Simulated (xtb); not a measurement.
Ti(OH)3 (H₃O₃Ti), SMILES [OH][Ti+]([OH])[OH], charge +1, multiplicity 1. All values are semi-empirical tight-binding results from xtb (GFN2-xTB unless named), good for trends rather than for accurate numbers. Geometry: GFN2-xTB. The spin state was assumed, not searched. The isomer is the one that the SMILES or the coordinates give; other isomers of the formula were not compared. Other conformers were not sampled.

Optimised geometry:

```xyz
7

Ti     0.0007    -0.0027    -0.0012
O      1.5413    -0.2342    -0.5897
H      2.4366    -0.3665    -0.9182
O     -0.4798    -0.7457     1.4092
H     -0.7683    -1.1685     2.2247
O     -1.0625     0.9845    -0.8184
H     -1.6764     1.5569    -1.2898
```
Charge +1, spin multiplicity 1.

For metal compounds this method's bond lengths and energies can be far off.

**Question.** Estimate the properties. (An estimate is asked for; the answer gives what the named calculation found.)

**Answer.** 
```
Property                                       Value
-------------------------------------  -------------
point group as xtb finds it                      D3h
orbital gap                                  2.77 eV
zero-point energy                      22.7 kcal/mol
G − E(el) at 298.15 K (modified RRHO)   4.9 kcal/mol
```

Computed atomic charges and the Wiberg bond orders between heavy atoms:
charges (e) Ti1 1.33, O2 -0.51, H3 0.40, O4 -0.51, H5 0.40, O6 -0.51, H7 0.40. Bond orders Ti1–O2 1.34, Ti1–O4 1.34, Ti1–O6 1.34.
